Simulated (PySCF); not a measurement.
C₄H₁₂Ge, singlet, geometry from GFN2-xTB. Base run: PySCF with DF-TPSS/STO-3G.

Input for PySCF:
```python
from pyscf import gto, scf, dft

mol = gto.M(
    atom='''
Ge    0.460677    1.062048    0.126699
C    -0.332507   -0.766563   -0.091449
C    -0.545268   -1.389123    1.284141
C     0.620927   -1.633645   -0.906448
C    -1.669228   -0.651054   -0.815967
H     1.773257    1.020525    0.849179
H     0.711167    1.724971   -1.194041
H    -0.437867    1.972646    0.907722
H    -0.977306   -2.385741    1.192862
H     0.401232   -1.474877    1.817090
H    -1.220683   -0.777718    1.881853
H     1.583993   -1.721540   -0.404413
H     0.786838   -1.199652   -1.892032
H     0.212155   -2.635450   -1.038846
H    -1.535079   -0.202146   -1.799709
H    -2.361309   -0.030261   -0.247731
H    -2.121620   -1.633987   -0.947957
''',
    basis='sto-3g',
    charge=0,
    spin=0,
    verbose=4,
)

mf = dft.RKS(mol)
mf.xc = 'tpss'
mf = mf.density_fit(auxbasis='def2-universal-jkfit')
mf.kernel()
mf.analyze()
```

Each row names what was changed in the base input (with any setting that the change needs).

```csv
change,basis functions,E (Eh),HOMO (eV),HOMO-LUMO gap (eV),dipole (D),core-seconds (rough)
base,50,-2210.88836,-2.52,8.32,0.13,10
basis = pcseg-0,82,-2233.66771,-6.91,7.51,0.78,20
basis = 3-21G,82,-2225.70599,-6.49,7.37,0.85,20
basis = 6-31G,87,-2236.24733,-6.55,7.14,0.93,20
basis = def2-SV(P),112,-2236.25279,-6.67,7.26,0.88,20
basis = 6-31G*,112,-2236.35693,-6.53,7.14,0.91,20
basis = pc-1,143,-2236.54131,-6.74,7.20,0.86,30
basis = pcseg-1,143,-2236.38258,-6.74,7.16,0.86,30
basis = 6-31G**,148,-2236.37168,-6.52,7.10,0.91,40
basis = def2-SVP,148,-2236.27711,-6.65,7.21,0.89,30
basis = 6-311G**,188,-2236.65139,-6.68,6.98,0.91,40
basis = aug-pcseg-1,236,-2236.38961,-6.71,6.18,0.84,50
basis = def2-TZVP,244,-2236.70334,-6.66,6.90,0.86,50
```

Totals compare only among sets that treat the same electrons; sets with core potentials leave the core out.
